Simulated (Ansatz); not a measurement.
C$_{2}$H$_{6}$BrFSi, SMILES `FC[SiH2]CBr`. Total charge 0; spin multiplicity 1. Geometry: relaxed with PBE0-D4/def2-TZVP. It is one conformer, not always the lowest.

```xyz
11

F    -0.837   -1.063    1.749
C     0.268   -1.241    0.918
Si    0.708    0.409    0.106
C    -0.762    1.028   -0.885
Br   -1.147   -0.221   -2.328
H     1.094   -1.625    1.525
H     0.015   -1.998    0.170
H     1.028    1.410    1.160
H     1.880    0.218   -0.787
H    -0.582    1.996   -1.350
H    -1.664    1.088   -0.277
```

(1) What is the dipole moment at r2SCAN/def2-TZVPP? (Estimate.)

(2) And with PBE, B3LYP, ωB97M-V? (Best estimate.)

(3) Give the Mulliken charges with r2SCAN, ωB97M-V, PBE in def2-TZVPP. (An estimate is asked.)

## Answers

(1) Computed: 1.46 D, with components (1.21, 0.78, 0.25) D in this frame, pointing from negative to positive charge.

(2) Ansatz gave: PBE 1.33 D, B3LYP 1.50 D, ωB97M-V 1.49 D.

(3) The calculation gave: 
```csv
atom,r2SCAN,ωB97M-V,PBE
F1,-0.25,-0.24,-0.21
C2,0.04,-0.08,-0.03
Si3,0.29,0.22,0.22
C4,-0.18,-0.34,-0.23
Br5,-0.14,-0.10,-0.13
H6,0.06,0.11,0.09
H7,0.08,0.12,0.10
H8,-0.07,-0.02,-0.06
H9,-0.06,-0.01,-0.05
H10,0.11,0.16,0.14
H11,0.12,0.17,0.15
```

B3LYP here is the variant with VWN-RPA as its local correlation; programs differ in this.
